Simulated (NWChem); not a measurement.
Molecule: C3H5BFN; SMILES C[C@H]1N=CB1F

```xyz
11

C      1.0690    -1.6325     0.2306
C      0.0921    -0.7233    -0.4800
N     -1.2636    -0.5999     0.1782
C     -1.4486     0.6774     0.0764
B      0.0577     0.8441    -0.2449
F      0.9726     1.7275     0.1004
H      1.2730    -1.2925     1.2575
H      2.0272    -1.6617    -0.3096
H      0.6788    -2.6608     0.2884
H     -0.0761    -1.0561    -1.5159
H     -2.3747     1.1730     0.3922
```
Atoms are numbered in this order, from 1.

Results from NWChem. Pople sets run with spherical d functions. All runs use the structure optimised with PBE0/def2-SVP.

### Question
Among these, which level gives the highest value of “orbital gap (eV)”?
A. PBE0/6-311G**
B. PBE0/3-21G
C. PBE0/STO-3G
D. PBE0/6-31+G*

### Answer
C, PBE0/STO-3G. Values: PBE0/3-21G 5.77; PBE0/6-31+G* 5.89; PBE0/6-311G** 5.94; PBE0/STO-3G 6.19
